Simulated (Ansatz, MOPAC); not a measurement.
Molecule: SF, net charge 0, doublet state. SMILES: F[S]
Coordinates optimised at B3LYP-D3(BJ)/def2-TZVP (Ansatz, a first-principles code):
```xyz
2

S      0.0000     0.0000    -0.5793
F      0.0000     0.0000     1.0299
```
Charge 0, spin multiplicity 2.

Property: vertical ionisation energy to the triplet, in eV. Terms: PM7 with its own dispersion and hydrogen-bond terms; 6-311+G** with 5d, 6d on Na to Ar in Ansatz; 6-31G* and kin with 6d, 5d where marked; UHF or UKS for open shells; spin-orbit terms left out; frozen cores in correlated levels; each state is the SCF solution reached for its charge and spin; non-relativistic. CBS(X,Y): correlation extrapolated as X^-3; Hartree-Fock from the larger set. Ab initio and DFT rows: single points at B3LYP-D3(BJ) geometries (Ansatz). Semi-empirical rows: differences of heats of formation at the shared geometry for vertical values.

Coupled cluster (Ansatz) is a level with limits of its own, used here on species with T1 under 0.025 (0.045 for open shells) and stable references: CCSD(T)/CBS(aug-cc-pV(T+d)Z,aug-cc-pV(Q+d)Z).

Value to compare with, CCSD(T)/CBS(aug-cc-pV(T+d)Z,aug-cc-pV(Q+d)Z) (Ansatz): 10.36 eV.

```
level               program  vertical ionisation energy to the triplet (eV)  difference
------------------  -------  ----------------------------------------------  ----------
PM3                   MOPAC                                            9.44       -0.92
PM7                   MOPAC                                            9.34       -1.02
PBE/6-31G*           Ansatz                                            9.92       -0.44
B3LYP/6-31G*         Ansatz                                           10.16       -0.20
B3LYP/6-311+G**      Ansatz                                           10.47        0.11
MP2/6-311+G**        Ansatz                                            9.88       -0.48
PBE/def2-TZVPD       Ansatz                                           10.14       -0.22
wB97M-V/def2-TZVPD   Ansatz                                           10.32       -0.04
```

Among the 6 habitual levels, PM7 lies farthest from CCSD(T)/CBS(aug-cc-pV(T+d)Z,aug-cc-pV(Q+d)Z) (Ansatz) (-1.02 eV) and B3LYP/6-311+G** nearest (0.11); 1 of 6 lie above it, and their mean absolute difference is 0.53 eV, the median 0.46. One case shows no general order.

The levels are drawn from those run, B3LYP/6-31G* more often than the rest, none by its result; runs whose electronic state is in doubt are left out.
